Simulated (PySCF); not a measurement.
## Levels of In⁴⁶⁺ from EOM-EA-GCCSD

Reference: closed-shell In⁴⁷⁺, 1s2; one electron is added. Calculated with PySCF 2.14, two-component X2C-1e with screened spin-orbit coupling, an uncontracted even-tempered set (17 s from 11 bohr⁻², ratio 2.6; 12 p from 15 bohr⁻², ratio 2.6; 6 d from 15 bohr⁻², ratio 2.8; 3 f from 640 bohr⁻², ratio 2.8); frozen nothing; the 34 highest virtual spinors dropped; of the others 52 kept and the rest restored at second order. No Breit or QED terms. Binding energies in eV.

| level | Koopmans |
| --- | --- |
| 2s1/2 | 7958.8 |
| 2p1/2 | 7856.9 |
| 2p3/2 | 7604.9 |

Question: How does correlation move these levels?

Answer: 2s1/2: second order 7959.0, EOM-CCSD 7959.0; 2p1/2: second order 7857.3, EOM-CCSD 7857.3; 2p3/2: second order 7605.3, EOM-CCSD 7605.3.

For comparison, the ionisation energy of In⁴⁶⁺ is 7953.1 eV (theoretical estimate listed by NIST; NIST Atomic Spectra Database, ionization energies).

Only part of the computed levels is shown.
